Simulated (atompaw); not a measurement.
**Which change was made? (Zr, PAW (atompaw))**

Zr (Z = 40), PAW, made with atompaw 4.2.0.5 (PBE, non-relativistic). Core [Kr], reference 4d2 5s1.5 5p0 (charge +0.5). Waves: 5s (bound): rc 3.00 bohr; 5s channel at 1.7 Ry: rc 3.00 bohr; 5p (bound, empty): rc 3.00 bohr; 5p channel at 1.2 Ry: rc 3.00 bohr; 4d (bound): rc 2.60 bohr; 4d channel at 1.45 Ry: rc 3.00 bohr; 4f channel at 0.1 Ry: rc 3.00 bohr. Local part: troulliermartins scheme with l = 4 at -0.5 Ry, radius 2.70 bohr. Core correction: smooth core density matched at 2.00 bohr. Augmentation charge: besselshape compensation charge, radius 2.95 bohr; PAW radius 3.00 bohr; waves and projectors: custom rrkj gramschmidtortho.

Cutoffs, loose and tight: the cutoffs (Ry, on a coarse ladder) from which the occupation-weighted sum of valence levels, in a spherical-Bessel basis at the reference potential, stays within 10 and 1 mRy of its value at 400 Ry. They see the waves, projectors and local potential, not the compensation charge or the core.

The base gives: outcome: generated; cutoff, loose: 12 Ry; cutoff, tight: 18 Ry; bound ghosts: p.

(1) After one change the result is: outcome: failed: atompaw: The overlap operator has at least one negative eigenvalue!. Which change was it?
A. wave 5s (bound): rc 3.00 bohr becomes 5s (bound): rc 1.92 bohr
B. augmentation besselshape compensation charge, radius 2.95 bohr; PAW radius 3.00 bohr; waves and projectors: custom polynom gramschmidtortho
C. augmentation besselshape compensation charge, radius 2.95 bohr; PAW radius 3.00 bohr; waves and projectors: custom polynom2 7 10 vanderbiltortho

Results:

(1) A. The others give: augmentation besselshape compensation charge, radius 2.95 bohr; PAW radius 3.00 bohr; waves and projectors: custom polynom gramschmidtortho → outcome: generated; cutoff, loose: 12 Ry; cutoff, tight: 21 Ry; bound ghosts: s, p | augmentation besselshape compensation charge, radius 2.95 bohr; PAW radius 3.00 bohr; waves and projectors: custom polynom2 7 10 vanderbiltortho → outcome: generated; cutoff, loose: 18 Ry; cutoff, tight: 45 Ry; bound ghosts: none.
